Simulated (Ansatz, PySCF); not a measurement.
C2H5S (SMILES CC[S-]), charge -1, singlet, at a GFN2-xTB geometry (in this run its highest filled SCF level lies above zero, so its values depend strongly on the basis, on diffuse functions most of all), with bond 7-1 at 1.4 times its length. Base run: CASSCF(6,4)/STO-3G in PySCF.

The PySCF input:
```python
from pyscf import gto, scf, mcscf
import numpy

mol = gto.Mole()
mol.atom = '''
    C     1.478516    0.680608   -0.016308
    C    -0.042451    0.783498    0.002695
    S    -0.840178   -0.838090    0.008016
    H    -0.360887    1.341652    0.896628
    H    -0.382751    1.346578   -0.880024
    H     1.949448    1.670861   -0.019357
    H     1.958241   -0.089665    1.209859
    H     1.799483    0.135301   -0.903345
'''
mol.basis = 'sto-3g'
mol.charge = -1
mol.spin = 0
mol.verbose = 4
mol.build()

mf = scf.RHF(mol)
mf.kernel()
mc = mcscf.CASSCF(mf, 4, 6)
mc.fix_spin_(ss=0.0)
mc.kernel()
occ = numpy.linalg.eigvalsh(mc.fcisolver.make_rdm1(mc.ci, mc.ncas, mc.nelecas))[::-1]
ss = mc.fcisolver.spin_square(mc.ci, mc.ncas, mc.nelecas)[0]
print('natural occupations', occ.round(4), ' <S^2>', round(ss, 4))
```

Programs used: Ansatz (a quantum-chemistry and plane-wave program), PySCF; a row that names a program was run with it.

Each row names what was changed in the base input (with any setting that the change needs).

```
change                                                ΔE vs base (kcal/mol)                      natural occupations  <S^2> of the state
----------------------------------------------------  ---------------------  ---------------------------------------  ------------------
base                                                                  0.000                      2.00 2.00 1.92 0.08                0.00
orbitals = fixed (CASCI)                                              24.85                      2.00 2.00 2.00 0.00                0.00
code = ansatz; correction = SC-NEVPT2, all electrons                  -66.0                                        -                   -
solver = newton                                                      -0.235                      2.00 2.00 1.92 0.08                0.00
code = ansatz                                                        -0.286                                        -                   -
orbitals = fixed (CASCI); correction = SC-NEVPT2                     -53.80                      2.00 2.00 2.00 0.00                0.00
active space = 4 electrons, 4 orbitals                                 3.03                      1.98 1.97 0.03 0.02                0.00
active space = 2 electrons, 4 orbitals                                14.62                      1.97 0.02 0.00 0.00                0.00
active space = 10 electrons, 8 orbitals                              -23.43  2.00 2.00 1.98 1.98 1.92 0.08 0.03 0.02                0.00
correction = SC-NEVPT2                                                -67.2                      2.00 2.00 1.92 0.08                0.00
state_average = 2 states                                              13.84                                        -                   -
```

Active orbitals are taken around the Fermi level unless the row says otherwise; CASSCF can end in different local minima, and two programs can end on different orbitals. State-averaged rows give the lowest state.
